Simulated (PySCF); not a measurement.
trifluoro(fluorosilyloxy)silane (F4H2OSi2), SMILES F[SiH2]O[Si](F)(F)F. Atoms are numbered in the order given.

```xyz
9

Si     1.8531     0.5330     0.8056
F      2.4477    -0.9535     0.5951
O      0.4056     0.6220     0.0081
Si    -1.0260    -0.0081    -0.3785
F     -2.1271     1.1400    -0.4385
F     -1.4847    -1.0863     0.7023
F     -0.9721    -0.7198    -1.8013
H      1.6287     0.7415     2.2544
H      2.7727     1.5095     0.1836
```

Coordinates come from a PBE0-D3(BJ)/def2-SVP optimisation. The values are those of a single conformer.

Calculation: PBE/def2-TZVP run with PySCF.

The molecule is in vacuum.

```
Item                                                                                                           Result
---------------------------------------------------------------------------------------------  ----------------------
total energy                                                                                      -1054.63868 hartree
highest occupied level                                                                                       -8.38 eV
lowest empty level                                                                                           -1.01 eV
orbital gap                                                                                                   7.36 eV
dipole moment                                                                                                  2.02 D
quadrupole, principal values (traceless, Buckingham form, about the centre of nuclear charge)   -5.77, 0.10, 5.67 D·Å
mean static polarisability                                                                       47.7 bohr³ (7.07 Å³)
polarisability, principal values                                                               43.5, 45.3, 54.4 bohr³
```
